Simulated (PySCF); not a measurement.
**Bonding in `CCO[Si@@H](CC#N)[SiH2]N`**

Compound: C4H12N2OSi2.
SMILES with atom numbers: `[CH3:1][CH2:2][O:3][Si@@H:4]([CH2:5][C:6]#[N:7])[SiH2:8][NH2:9]` (hydrogens: H10, H11, H12 on C1; H13, H14 on C2; H15 on Si4; H16, H17 on C5; H18, H19 on Si8; H20, H21 on N9)

Cartesian coordinates in Å at the GFN2-xTB level; atoms count from 1:
```
atom  x, y, z in Å
C1     2.9441    0.6888   -0.6651
C2     2.2542    0.6954    0.6897
O3     1.3155   -0.3321    0.8122
Si4   -0.0687   -0.5248   -0.0227
C5    -0.7383   -2.0808    0.8937
C6    -2.0829   -2.2946    0.4969
N7    -3.1701   -2.3997    0.1475
Si8   -1.4611    1.3011    0.1548
N9    -2.9071    0.8620   -0.6583
H10    2.2248    0.9101   -1.4492
H11    3.7333    1.4350   -0.6840
H12    3.3761   -0.2906   -0.8537
H13    2.9885    0.5425    1.4878
H14    1.7585    1.6612    0.8483
H15    0.2314   -0.9898   -1.3921
H16   -0.7041   -1.9308    1.9731
H17   -0.1447   -2.9627    0.6547
H18   -1.6339    1.7508    1.5577
H19   -0.9790    2.5010   -0.5507
H20   -3.6496    1.5351   -0.7534
H21   -3.2957   -0.0602   -0.5330
```

Bond orders from the PBE0/pcSseg-1 density (PySCF). Geometry: GFN2-xTB, one conformer, isolated molecule.

Where do the orders between heavy atoms depart from those drawn in the SMILES?

The largest departure is 0.188, at Si4–C5 (drawn single, 0.812). Drawn single, order below 0.88: Si4–C5 (0.812).

Set the Mayer orders of the bonds beside their lengths.

| bond | drawn as | length (Å) | Mayer order |
| --- | --- | --- | --- |
| C1–C2 | single | 1.520 | 1.061 |
| C2–O3 | single | 1.397 | 0.886 |
| O3–Si4 | single | 1.628 | 0.963 |
| Si4–C5 | single | 1.926 | 0.812 |
| C5–C6 | single | 1.418 | 1.042 |
| C6–N7 | triple | 1.147 | 2.967 |
| Si4–Si8 | single | 2.303 | 0.900 |
| Si8–N9 | single | 1.716 | 1.070 |
| C1–H10 | single | 1.087 | 0.956 |
| C1–H11 | single | 1.086 | 0.962 |
| C1–H12 | single | 1.087 | 0.960 |
| C2–H13 | single | 1.095 | 0.955 |
| C2–H14 | single | 1.097 | 0.945 |
| Si4–H15 | single | 1.477 | 0.899 |
| C5–H16 | single | 1.090 | 0.916 |
| C5–H17 | single | 1.090 | 0.917 |
| Si8–H18 | single | 1.483 | 0.854 |
| Si8–H19 | single | 1.473 | 0.918 |
| N9–H20 | single | 1.007 | 0.944 |
| N9–H21 | single | 1.009 | 0.928 |

Sum the orders of all bonds at each heavy atom with more than one neighbour and set the sums beside the valence in the SMILES.

C1 3.939 (drawn 4), C2 3.847 (drawn 4), O3 1.849 (drawn 2), Si4 3.574 (drawn 4), C5 3.687 (drawn 4), C6 4.009 (drawn 4), Si8 3.742 (drawn 4), N9 2.942 (drawn 3). Orders between atoms that aren't bonded are not in these sums.

For a closed shell the Mayer order of atoms A and B is Σ (PS)μν (PS)νμ over the basis functions μ on A and ν on B, with P the density and S the overlap matrix.
